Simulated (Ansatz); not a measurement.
NaS, multiplicity 2 (lowest of 2S+1 = 2, 4 at CCSD(T)/def2-TZVPP on PBE0 minima; our sources give no spin for the ground state, which may be another), most abundant isotopes (22.9898 and 31.9721 u). Constants from fifth-degree fits in 1/R to seven points on the lowest solution found; no spin–orbit coupling, no relativity up to Kr; ω_e x_e and α_e move by some per cent with the fit.

Correlated levels freeze the inner cores; with def2 sets outer-core shells near the valence are correlated too.

Programs: Ansatz (a first-principles code) with Gaussian orbitals. 

Total energies (hartree; each atom in its lowest state at that level) and vibrational constants (cm⁻¹):

```json
[
 {"level": "PBE/def2-TZVPP", "E(NaS) at r_e": "-560.194351", "E(Na)": "-162.160437", "E(S)": "-397.938368", "ω_e": "322", "ω_e x_e": "1.6"},
 {"level": "B3LYP/def2-TZVPP", "E(NaS) at r_e": "-560.516741", "E(Na)": "-162.291254", "E(S)": "-398.132399", "ω_e": "328", "ω_e x_e": "1.6"},
 {"level": "wB97M-V/def2-TZVPP", "E(NaS) at r_e": "-560.447278", "E(Na)": "-162.257130", "E(S)": "-398.090714", "ω_e": "335", "ω_e x_e": "1.5"},
 {"level": "CCSD(T)/def2-QZVPP", "E(NaS) at r_e": "-559.819756", "E(Na)": "-162.055741", "E(S)": "-397.668694", "ω_e": "340", "ω_e x_e": "1.8"}
]
```

Question: Work out D_e and D₀ in eV.

Answer: 
D_e = E(Na) + E(S) − E(molecule), times 27.2114 eV; D₀ = D_e − (ω_e/2 − ω_e x_e/4)/8065.54.
- PBE/def2-TZVPP: D_e = 2.600, zero point 0.020, D₀ = 2.580 eV
- B3LYP/def2-TZVPP: D_e = 2.533, zero point 0.020, D₀ = 2.513 eV
- wB97M-V/def2-TZVPP: D_e = 2.706, zero point 0.021, D₀ = 2.685 eV
- CCSD(T)/def2-QZVPP: D_e = 2.594, zero point 0.021, D₀ = 2.573 eV
No counterpoise correction is made.
